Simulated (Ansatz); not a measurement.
Method: PBE0-D3(BJ)/def2-TZVP (Ansatz, a program for electronic structure). No frequencies were computed at this level.

Ansatz 0.2 input:
```yaml
crystal:
  periodic: [false, false, false]
  atoms:
    - { symbol: O, position_ang: [-1.685037, -1.472387, 0.845912] }
    - { symbol: Si, position_ang: [-1.311436, -0.065546, 1.590569] }
    - { symbol: Si, position_ang: [0.326332, 0.656292, 0.128004] }
    - { symbol: Si, position_ang: [2.217529, -0.705776, 0.145299] }
    - { symbol: Si, position_ang: [-0.484505, 1.041338, -2.023238] }
    - { symbol: H, position_ang: [-2.353875, -2.060054, 1.185685] }
    - { symbol: H, position_ang: [-0.922633, -0.359373, 2.978515] }
    - { symbol: H, position_ang: [-2.537504, 0.737091, 1.717131] }
    - { symbol: H, position_ang: [0.76072, 1.978582, 0.654242] }
    - { symbol: H, position_ang: [1.935654, -2.036023, -0.402933] }
    - { symbol: H, position_ang: [3.322056, -0.1635, -0.65311] }
    - { symbol: H, position_ang: [2.771074, -0.931106, 1.485752] }
    - { symbol: H, position_ang: [0.504046, 1.676595, -2.901802] }
    - { symbol: H, position_ang: [-0.875259, -0.205411, -2.687556] }
    - { symbol: H, position_ang: [-1.66716, 1.909276, -2.062471] }
basis:
  gaussian: { orbitals: def2-tzvp }
hamiltonian:
  xc: pbe0
  dispersion: d3bj
relax:
  max_steps: 150
```

Output:

```
Functional definition: PBE0
1663 factors; their error is unknown
mean field evaluation 1: about -33702.7939 eV, gradient 5.3e1 eV
mean field evaluation 2: about -33694.8876 eV, gradient 8.4e1 eV
mean field evaluation 4: about -33707.4161 eV, gradient 1.6e0 eV
mean field evaluation 8: about -33707.4201 eV, gradient 1.1e-1 eV
mean field evaluation 16: about -33707.5576 eV, gradient 2.8e-4 eV
mean field -33707.55760204 eV, -1238.7298940717 hartree, gradient 7.6e-5 eV, S^2 0.000000; 0 other end points of the search recorded, 0 dependent functions left out
reference -33707.55764715 eV, -1238.7298957295 hartree; 37, 37 occupied and 202, 202 virtual orbitals, 1663 factors
relax step   1: F+E_penalty+E_count = -33707.93527688 eV  Δ(F+E_penalty+E_count) = +0.000e0 eV  max|allowed force component| = 6.872e-1 eV/Å  Δτ_max = 0.0000 Å  (28 SCF iters, accepted)
these checks for a lower state are left out or cut short: starts, cluster_reference, orbital_swaps, neighbouring_geometries, increment
1663 factors; their error is unknown
mean field -33707.67951063 eV, -1238.7343741300 hartree, gradient 7.8e-6 eV, S^2 0.000000; 0 other end points of the search recorded, 0 dependent functions left out
reference -33707.67955585 eV, -1238.7343757916 hartree; 37, 37 occupied and 202, 202 virtual orbitals, 1663 factors
relax step   2: F+E_penalty+E_count = -33708.06091996 eV  Δ(F+E_penalty+E_count) = -1.256e-1 eV  max|allowed force component| = 4.468e-1 eV/Å  Δτ_max = 0.1928 Å  (30 SCF iters, accepted)
these checks for a lower state are left out or cut short: starts, cluster_reference, orbital_swaps, neighbouring_geometries, increment
1663 factors; their error is unknown
mean field evaluation 32: about -33707.7409 eV, gradient 9.6e-6 eV
mean field -33707.74091851 eV, -1238.7366308278 hartree, gradient 9.6e-6 eV, S^2 0.000000; 0 other end points of the search recorded, 0 dependent functions left out
reference -33707.74096390 eV, -1238.7366324958 hartree; 37, 37 occupied and 202, 202 virtual orbitals, 1663 factors
relax step   3: F+E_penalty+E_count = -33708.12132201 eV  Δ(F+E_penalty+E_count) = -6.040e-2 eV  max|allowed force component| = 1.659e-1 eV/Å  Δτ_max = 0.1259 Å  (30 SCF iters, accepted)
these checks for a lower state are left out or cut short: starts, cluster_reference, orbital_swaps, neighbouring_geometries, increment
1663 factors; their error is unknown
mean field -33707.74848792 eV, -1238.7369089984 hartree, gradient 8.2e-6 eV, S^2 0.000000; 0 other end points of the search recorded, 0 dependent functions left out
reference -33707.74853316 eV, -1238.7369106611 hartree; 37, 37 occupied and 202, 202 virtual orbitals, 1663 factors
relax step   4: F+E_penalty+E_count = -33708.12980397 eV  Δ(F+E_penalty+E_count) = -8.482e-3 eV  max|allowed force component| = 7.172e-2 eV/Å  Δτ_max = 0.0422 Å  (31 SCF iters, accepted)
these checks for a lower state are left out or cut short: starts, cluster_reference, orbital_swaps, neighbouring_geometries, increment
1663 factors; their error is unknown
mean field -33707.74997716 eV, -1238.7369637269 hartree, gradient 8.3e-6 eV, S^2 0.000000; 0 other end points of the search recorded, 0 dependent functions left out
reference -33707.75002236 eV, -1238.7369653881 hartree; 37, 37 occupied and 202, 202 virtual orbitals, 1663 factors
relax step   5: F+E_penalty+E_count = -33708.13139386 eV  Δ(F+E_penalty+E_count) = -1.590e-3 eV  max|allowed force component| = 2.806e-2 eV/Å  Δτ_max = 0.0283 Å  (31 SCF iters, accepted)
these checks for a lower state are left out or cut short: starts, cluster_reference, orbital_swaps, neighbouring_geometries, increment
1663 factors; their error is unknown
mean field -33707.74998481 eV, -1238.7369640084 hartree, gradient 8.1e-6 eV, S^2 0.000000; 0 other end points of the search recorded, 0 dependent functions left out
reference -33707.75003000 eV, -1238.7369656687 hartree; 37, 37 occupied and 202, 202 virtual orbitals, 1663 factors
relax step   6: F+E_penalty+E_count = -33708.13149313 eV  Δ(F+E_penalty+E_count) = -9.927e-5 eV  max|allowed force component| = 5.327e-3 eV/Å  Δτ_max = 0.0072 Å  (32 SCF iters, accepted)
1663 factors; their error is unknown
mean field evaluation 64: about -33707.6128 eV, gradient 1.9e-2 eV
mean field -33707.74998481 eV, -1238.7369640084 hartree, gradient 4.2e-5 eV, S^2 0.000000; 1 other end points of the search recorded, 0 dependent functions left out
reference -33707.75002999 eV, -1238.7369656687 hartree; 37, 37 occupied and 202, 202 virtual orbitals, 1663 factors
Total energy: -33708.13153831 eV, -1238.7509858407 hartree
Atom 0 at    -1.734653    -1.579248     0.824063 Å, force    -0.002734    -0.000202     0.005327 eV/Å
Atom 1 at    -1.310382    -0.140240     1.522257 Å, force    -0.003389    -0.003396    -0.001655 eV/Å
Atom 2 at     0.363242     0.742215     0.154129 Å, force     0.000591     0.001163     0.000733 eV/Å
Atom 3 at     2.205991    -0.694831     0.128759 Å, force     0.000257    -0.000471     0.000498 eV/Å
Atom 4 at    -0.464467     1.033666    -2.011934 Å, force    -0.000953     0.000238    -0.000476 eV/Å
Atom 5 at    -2.417532    -2.098249     1.251599 Å, force     0.005120     0.004230    -0.003162 eV/Å
Atom 6 at    -0.819636    -0.343761     2.916907 Å, force     0.000908     0.000329    -0.000088 eV/Å
Atom 7 at    -2.480746     0.782053     1.606238 Å, force     0.001124     0.000275    -0.000500 eV/Å
Atom 8 at     0.772429     2.065255     0.713234 Å, force    -0.001285    -0.001457     0.000187 eV/Å
Atom 9 at     1.804594    -2.005077    -0.447334 Å, force     0.000041     0.000083    -0.000488 eV/Å
Atom 10 at     3.303469    -0.125551    -0.699480 Å, force    -0.000150     0.000340    -0.000189 eV/Å
Atom 11 at     2.717606    -0.913798     1.508817 Å, force    -0.000737    -0.000413    -0.000534 eV/Å
Atom 12 at     0.563204     1.663546    -2.884689 Å, force     0.000408    -0.000002     0.000238 eV/Å
Atom 13 at    -0.830628    -0.288390    -2.584306 Å, force     0.000411     0.000035    -0.000095 eV/Å
Atom 14 at    -1.672490     1.902407    -1.998261 Å, force     0.000388    -0.000753     0.000203 eV/Å
Dipole moment:    -0.201756    -0.078559     0.190161 e Å
```

Cost: about 110 core-seconds (a rough figure).
